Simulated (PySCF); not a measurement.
# Spin-orbit coupling and the first ionisation energy along the 3d series

Two-component X2C-1e calculated with PySCF 2.14: MP2 on generalised Hartree-Fock spinors (GMP2), with spin-orbit coupling off and on (screened by Boettger's factors); no Breit or QED terms. Values in eV; the references (NIST) lie between the lowest levels. Elements whose determinants are no pure J levels are left out.

```
                         element                 configurations  spin-free  with spin-orbit   shift  reference
Cr (x2c-TZVPall-2c, [Ne] frozen)        [Ar] 3d5 4s1 → [Ar] 3d5      6.665            6.665   0.000      6.767
Mn (x2c-TZVPall-2c, [Ne] frozen)    [Ar] 3d5 4s2 → [Ar] 3d5 4s1      6.980            6.980   0.000      7.434
Fe (x2c-TZVPall-2c, [Ne] frozen)    [Ar] 3d6 4s2 → [Ar] 3d6 4s1      7.449            7.448  -0.001      7.902
Ni (x2c-TZVPall-2c, [Ne] frozen)        [Ar] 3d8 4s2 → [Ar] 3d9      6.576            6.626   0.050      7.640
Cu (x2c-TZVPall-2c, [Ne] frozen)      [Ar] 3d10 4s1 → [Ar] 3d10      7.475            7.476   0.000      7.726
Zn (x2c-TZVPall-2c, [Ne] frozen)  [Ar] 3d10 4s2 → [Ar] 3d10 4s1      8.997            8.997   0.000      9.394
```

Problem. Estimate the missing row, Co (x2c-TZVPall-2c, [Ne] frozen).

Solution. The calculation gives spin-free 7.110; with spin-orbit 7.122; shift 0.011. The reference value is 7.881.

The largest shift is at Ni, 0.050 eV, where spin-orbit coupling lowers the species with more electrons by more than the one with fewer (starting occupations 3d3/2^4 3d5/2^4 and 3d3/2^4 3d5/2^5).

What remains against the references is mostly the basis and correlation beyond MP2.
